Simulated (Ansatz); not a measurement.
`B[SiH2][GeH3]` + HCl → `Cl[SiH2][GeH3]` + BH₃ at 500 K and 1 bar (cleavage of the Si–B bond).

Calculated with Ansatz (gas phase, PBE0-D4/def2-TZVP geometries, no zero-point term in ΔE). CCSD(T)/CBS is the MP2 limit (def2-TZVPP, def2-QZVPP) plus CCSD(T) − MP2 in def2-TZVPP, frozen cores. This one scheme is used for every species. For Ge outer-core shells are correlated without core-valence functions, which leaves a few kJ/mol of doubt a bond. Scalar relativity is left out up to krypton.

| species | CCSD(T)/CBS energy (Eh) | H − E (kJ/mol) | S (J/(mol·K)) |
| --- | --- | --- | --- |
| `B[SiH2][GeH3]` | -2394.14795 | 204.3 | 411.2 |
| HCl | -460.38127 | 32.5 | 201.9 |
| `Cl[SiH2][GeH3]` | -2828.01436 | 150.3 | 391.3 |
| BH₃ | -26.55200 | 86.8 | 208.8 |

H − E and S are ideal-gas, rigid-rotor, harmonic terms from PBE0-D4/def2-TZVP. 1 Eh = 2625.50 kJ/mol, R = 8.31446 J/(mol·K).

Problem. By hand: ΔE, ΔH, ΔS and ΔG.

Solution. ΔE = (-2828.01436) + (-26.55200) − (-2394.14795) − (-460.38127) = -0.03714 Eh = -97.5 kJ/mol. Δ(H − E) = 150.3 + 86.8 − 204.3 − 32.5 = 0.3, so ΔH = -97.2 kJ/mol. ΔS = 391.3 + 208.8 − 411.2 − 201.9 = -13.0 J/(mol·K). ΔG = -97.2 − 500 × (-13.0)/1000 = -90.7 kJ/mol.

Problem. By hand: the equilibrium constant, and the temperature at which ΔG would vanish if ΔH and ΔS stayed fixed.

Solution. log₁₀ K = −ΔG/(RT ln 10) = 9.5. ΔG = 0 at ΔH/ΔS = 7477 K, far beyond where these terms or the molecules hold.

The number of gas molecules stays the same, so ΔS is small and ΔH decides. A doubt of 5 kJ/mol in ΔE shifts log₁₀ K by 0.5 here. These are equilibria of isolated gas molecules and say nothing of rates. Largest T1 diagnostic: 0.013 (customary marks: 0.02 for closed shells, 0.045 for open ones).
